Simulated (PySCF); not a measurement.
AlF₂Cl, SMILES [F][Al]([F])[Cl].

Geometry optimised at PBE0-D3(BJ)/def2-SVP.

Calculation: CAM-B3LYP/def2-TZVPD in PySCF.

The molecule is in vacuum.

Problem. Estimate the frontier levels, gap, dipole moment and polarisability. (An estimate is asked for; the answer gives what the named calculation found.)

Solution. 
```json
{
  "highest_occupied_level": "-11.43 eV",
  "lowest_empty_level": "-0.93 eV",
  "orbital_gap": "10.50 eV",
  "dipole_moment": "0.54 D",
  "quadrupole, principal values (traceless, Buckingham form, about the centre of nuclear charge)": "-5.61, -3.19, 8.80 D·Å",
  "mean_static_polarisability": "34.7 bohr³ (5.14 Å³)",
  "polarisability_principal_values": "30.4, 33.2, 40.3 bohr³"
}
```
